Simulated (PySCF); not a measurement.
Cl₂H₂MoN₂, SMILES [NH]=[Mo](=[NH])([Cl])[Cl], multiplicity 1. Geometry: PBE-D3(BJ)/def2-SVP. The multiplicity is an assumed one; no other spin state was optimised. The structure was generated by enumeration; whether it is a known compound was not checked. The def2 effective core potentials stand for the cores of Mo; spin–orbit coupling is left out.

Computed equilibrium geometry at PBE-D3(BJ)/def2-SVP (PySCF confirms it by a frequency run) as Cartesian coordinates in Å, and its point group:
point group C2v.
```xyz
7

Mo     0.0000     0.0000    -0.2492
N      0.0000     1.4094    -1.2565
H      0.0000     1.8933    -2.1637
N      0.0000    -1.4094    -1.2565
H      0.0000    -1.8933    -2.1637
Cl     1.9546     0.0000     0.9525
Cl    -1.9546     0.0000     0.9525
```
